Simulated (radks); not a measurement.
Trend from Lu to Hg: ionisation energy by Delta-SCF between NIST ground configurations, and size. All-electron calculation, Dirac Kohn-Sham, PBE, spin-unpolarised, spherical densities, finite nucleus; open shells fill j = l - 1/2 first; Fermi nuclear charge, rms radius of each element as measured or else 0.836 A^(1/3) + 0.57 fm. Program: a radial shooting solver on a logarithmic mesh with Libxc functionals.

species,configuration,IE (eV),NIST (eV),kind,-e(HOMO) (eV),outermost,<r> outermost (bohr),r at 0.001 e/bohr^3 (bohr)
Lu,[Xe] 4f14 5d1 6s2,5.449,5.426,exp.,1.867 (5d3/2),6s1/2,3.66,5.06
Hf,[Xe] 4f14 5d2 6s2,6.697,6.825,exp.,2.821 (5d3/2),6s1/2,3.47,4.98
Ta,[Xe] 4f14 5d3 6s2,8.368,7.550,exp.,3.740 (5d3/2),6s1/2,3.32,4.89
W,[Xe] 4f14 5d4 6s2,8.763,7.864,exp.,4.648 (5d3/2),6s1/2,3.20,4.79
Re,[Xe] 4f14 5d5 6s2,9.157,7.834,exp.,4.808 (5d5/2),6s1/2,3.09,4.70
Os,[Xe] 4f14 5d6 6s2,9.510,8.438,exp.,5.675 (5d5/2),6s1/2,2.99,4.61
Ir,[Xe] 4f14 5d7 6s2,9.833,8.967,exp.,6.292 (6s1/2),6s1/2,2.91,4.53
Pt,[Xe] 4f14 5d9 6s1,9.187,8.959,exp.,5.603 (5d5/2),6s1/2,2.94,4.36
Au,[Xe] 4f14 5d10 6s1,9.420,9.226,exp.,5.775 (6s1/2),6s1/2,2.87,4.28
Hg,[Hg],10.694,10.438,exp.,6.823 (6s1/2),6s1/2,2.70,4.31

Reference values: NIST Atomic Spectra Database (exp. = measured, semi-emp. = semi-empirical, theory = theoretical value adopted there). Spin polarisation and multiplet splitting are left out, so open shells lie too high by an amount that depends on their filling.

Beside tabulated values, note that spin-unpolarised runs miss the spin-polarisation part of the exchange energy of open shells.
